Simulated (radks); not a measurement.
Results of a calculation; reference values are marked as such.
Q: The aluminium ion Al2+, [Ne] 3s1. Level of theory: non-relativistic Kohn-Sham, PBE, spin-polarised, spherical densities, point nucleus (a radial shooting solver on a logarithmic mesh with Libxc functionals). Every spin shell is full or empty, so the densities are truly spherical. Functionals are evaluated on that one density, not self-consistently. Rank these exchange functionals by their error against the exact value of the orbitals, and give that value: LDA, B88, RPBE, PW91, AM05, SOGGA, B86b, APBE, TPSS, revTPSS, SCAN, r2SCAN, Tao-Mo.

A: Exact: -17.6533 hartree. From best to worst, with 100 (|E| - |E exact|)/|E exact| (equal figures are ties): Tao-Mo +0.04, B88 +0.06, r2SCAN +0.11, PW91 -0.11, B86b +0.15, RPBE +0.15, revTPSS -0.28, SCAN +0.33, TPSS +0.34, APBE +0.68, SOGGA -3.71, AM05 -7.31, LDA -8.50.
